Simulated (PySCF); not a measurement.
## Calculated NMR parameters of Cc1nn([SiH](C)C)nc1Cl

* Formula: C5H10ClN3Si
* SMILES: Cc1nn([SiH](C)C)nc1Cl
* Point group of the computed structure: Cs
* Degrees of unsaturation: 3
* Carbon signals: 4
* Proton signals: 3

Molfile (atoms numbered from 1):
```
C5H10ClN3Si
     RDKit          3D

 20 20  0  0  0  0  0  0  0  0999 V2000
    3.5518    0.6663   -0.3515 C   0  0  0  0  0  0  0  0  0  0  0  0
    2.1558    0.3113   -0.0077 C   0  0  0  0  0  0  0  0  0  0  0  0
    1.1195    0.4659   -0.8108 N   0  0  0  0  0  0  0  0  0  0  0  0
    0.0624    0.0365   -0.1438 N   0  0  0  0  0  0  0  0  0  0  0  0
   -1.5936    0.0327   -0.7914 Si  0  0  0  0  0  4  0  0  0  0  0  0
   -2.1659   -1.7758   -0.7717 C   0  0  0  0  0  0  0  0  0  0  0  0
   -2.6198    1.1243    0.3720 C   0  0  0  0  0  0  0  0  0  0  0  0
    0.3453   -0.3986    1.0712 N   0  0  0  0  0  0  0  0  0  0  0  0
    1.6507   -0.2407    1.1922 C   0  0  0  0  0  0  0  0  0  0  0  0
    2.5148   -0.6572    2.5921 Cl  0  0  0  0  0  0  0  0  0  0  0  0
    4.1868   -0.2163   -0.2909 H   0  0  0  0  0  0  0  0  0  0  0  0
    3.5849    1.0703   -1.3588 H   0  0  0  0  0  0  0  0  0  0  0  0
    3.9329    1.4061    0.3509 H   0  0  0  0  0  0  0  0  0  0  0  0
   -1.3985    0.5908   -2.1289 H   0  0  0  0  0  0  0  0  0  0  0  0
   -3.1867   -1.8742   -1.1277 H   0  0  0  0  0  0  0  0  0  0  0  0
   -1.5347   -2.3970   -1.4014 H   0  0  0  0  0  0  0  0  0  0  0  0
   -2.1232   -2.1815    0.2362 H   0  0  0  0  0  0  0  0  0  0  0  0
   -2.5818    0.7433    1.3897 H   0  0  0  0  0  0  0  0  0  0  0  0
   -3.6613    1.1607    0.0684 H   0  0  0  0  0  0  0  0  0  0  0  0
   -2.2446    2.1439    0.3901 H   0  0  0  0  0  0  0  0  0  0  0  0
  1  2  1  0
  2  3  2  0
  3  4  1  0
  4  5  1  0
  5  6  1  0
  5  7  1  0
  4  8  1  0
  8  9  2  0
  9 10  1  0
  9  2  1  0
  1 11  1  0
  1 12  1  0
  1 13  1  0
  5 14  1  0
  6 15  1  0
  6 16  1  0
  6 17  1  0
  7 18  1  0
  7 19  1  0
  7 20  1  0
M  END
```

One averaged value for each set of equivalent atoms, isolated molecule, one conformer, non-relativistic Hamiltonian. Structure optimised with GFN2-xTB; σ from GIAO-PBE0/pcSseg-1; PySCF 2.14.

Scale: 1H (31.72 ppm) and 13C (186.93 ppm) and 29Si (349.16 ppm) against TMS; 15N (267.73 ppm) against NH3 (reference shieldings calculated alike).

| carbon | δC, type | δH (multiplicity) | HMBC from (2–3 bonds) | span of the C tensor (ppm) |
| --- | --- | --- | --- | --- |
| C1 | 12.2, CH3 | 2.47 (s) | – | 26 |
| C2 | 147.5, C | – | H11/H12/H13 | 155 |
| C6/C7 | -0.8, CH3 | 0.45 (d) | H14, H15/H16/H17/H18/H19/H20 | 14 |
| C9 | 150.2, C | – | H11/H12/H13 | 130 |

Other nuclei:
```json
{"atoms": "H14", "nucleus": "1H", "environment": "hydrogen on a silicon bonded to 2 C, N", "δ (ppm)": "5.51", "σ (ppm)": "26.20"}
{"atoms": "Si5", "nucleus": "29Si", "environment": "silicon bonded to 2 C, N, H", "δ (ppm)": "3.5", "σ (ppm)": "345.7"}
{"atoms": "N3", "nucleus": "15N", "environment": "pyridine-type nitrogen of an azole", "δ (ppm)": "378.3", "σ (ppm)": "-110.6"}
{"atoms": "N8", "nucleus": "15N", "environment": "pyridine-type nitrogen of an azole", "δ (ppm)": "369.4", "σ (ppm)": "-101.7"}
{"atoms": "N4", "nucleus": "15N", "environment": "pyrrole-type ring nitrogen", "δ (ppm)": "275.4", "σ (ppm)": "-7.7"}
```

1. Carbon types of the structure: 2 × C, 3 × CH3, leaving 1 H on heteroatoms.
2. δC 150.2: aromatic carbon bearing chlorine.
3. δC 147.5: substituted aromatic carbon next to a ring nitrogen.
4. δC 12.2: methyl carbon on an aromatic ring; saturated and bonded to C and H only.
5. δC -0.8: methyl carbon bonded to Si; an electropositive neighbour leaves it electron-rich and shielded.
6. δH 2.47: hydrogen on a methyl carbon on an aromatic ring; benzylic-type position, deshielded by the ring.

Carbons that carry Cl, above all several Cl atoms, come out too deshielded, partly because spin–orbit coupling is missing. Shifts are as computed. Against solution values, carbons near 30 ppm lie about +3 ppm off and those near 130 ppm about +5 ppm; carbons on Cl a further +6 ppm. Of 1211 compounds with measured shifts, 218 miss one by over three times the rms of a fit or turn the order of signals round; such compounds aren't used in these exercises. Experimental scales use liquid or dissolved standards, which lie at an offset from isolated NH3 (liquid NH3: subtract about 20 ppm). Unscaled 15N shifts of sp2 nitrogen come out 20 to 40 ppm too high even then. Multiplicities follow the n + 1 count of equivalent neighbours, as no J values were calculated; m marks all less simple cases, F and P coupling included.
